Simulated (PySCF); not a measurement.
# BeZn: one state, many levels of theory

State: ¹Σ⁺ (singlet), closed shell. Set-up: Be cc-pVDZ, Zn cc-pVDZ-PP with ECP10; scalar-relativistic core potentials (PySCF 2.14). De refers to Be + Zn in their ground configurations, without counterpoise correction. A positive dipole means Be(−)Zn(+). Levels whose curve was spin-contaminated or gave no clean fit are not listed.

```csv
Level,Re (Å),ωe (cm⁻¹),De (eV),μ (D),"CPU s a point (SCF and correlation, without the integrals)"
LDA,2.560,225,0.384,0.28,0.14
PBE,2.679,189,0.229,0.46,0.24
PW91,2.673,189,0.237,0.43,0.17
r²SCAN,2.634,203,0.233,0.32,0.3
r²SCANh,2.690,184,0.190,0.30,0.33
PBE0,2.815,150,0.143,0.39,0.57
```

Q: What does a quarter of exact exchange do here, going from PBE to PBE0?

A: PBE0 less PBE: +13.6 pm in Re, -20.6 % in ωe, -0.09 eV in De. Exact exchange removes part of the self-interaction that spreads semilocal densities, and in most molecules shortens and stiffens the bond and lowers De; here Re and ωe go the other way.

Q: What does the step from GGA to meta-GGA do here, going from PBE to r²SCAN?

A: r²SCAN less PBE: -4.5 pm in Re, +7.4 % in ωe, +0.00 eV in De. 

Q: What does the gradient correction do here, going from LDA to PBE?

A: PBE less LDA: +11.9 pm in Re, -16.0 % in ωe, -0.15 eV in De. The gradient correction favours the more uneven density of free atoms, so it tends to lengthen bonds and takes away much of the overbinding of LDA; so it does here.

Closed-shell solutions of metal pairs were not tested for spin polarisation, which can lower them a little. The bond is weak. Basis-set superposition, not corrected here, can be much of De in a small basis, most of all at correlated wavefunction levels. Functionals without a dispersion term scatter widely for such bonds, and LDA overbinds them.

The whole job (state search and all levels along the bond) took about 1.1 min on 1 thread of Intel Xeon 6975P-C (shared host), peak memory 0.7 GiB.
